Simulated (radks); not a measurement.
Values are calculated unless marked as measured or tabulated.
Excited configurations of Mn I: one electron is placed in a higher orbital outside [Ar] 3d5 4s1. The ground configuration is [Ar] 3d5 4s2. Level of theory: non-relativistic Kohn-Sham, BLYP, spin-unpolarised, spherical densities, point nucleus (a radial shooting solver on a logarithmic mesh with Libxc functionals). Excitation = E - E(ground); binding = E(ion) - E, where the ion is the core of charge +1; n* = 1/sqrt(2 binding) in atomic units, and the quantum defect is n - n*.

[
 {"outer orbital": "5p", "excitation (eV)": "6.504", "binding (eV)": "1.785", "n*": "2.761", "quantum defect": "2.239", "eigenvalue (eV)": "-0.945", "<r> (bohr)": "10.82"},
 {"outer orbital": "6d", "excitation (eV)": "7.560", "binding (eV)": "0.730", "n*": "4.318", "quantum defect": "1.682", "eigenvalue (eV)": "-0.407", "<r> (bohr)": "27.79"},
 {"outer orbital": "7d", "excitation (eV)": "7.744", "binding (eV)": "0.545", "n*": "4.994", "quantum defect": "2.006", "eigenvalue (eV)": "-0.346", "<r> (bohr)": "43.16"},
 {"outer orbital": "7f", "excitation (eV)": "7.892", "binding (eV)": "0.397", "n*": "5.853", "quantum defect": "1.147", "eigenvalue (eV)": "-0.266", "<r> (bohr)": "63.47"}
]

The Delta-SCF ionisation energy is 8.289 eV (NIST Atomic Spectra Database: 7.434 eV, measured). Self-interaction in the functional shifts the binding energies and quantum defects, so they are the method's values and not measured ones. Spin polarisation and multiplet splitting are left out, so open shells lie too high by an amount that depends on their filling.

Beside tabulated values, note that spin-unpolarised runs miss the spin-polarisation part of the exchange energy of open shells.
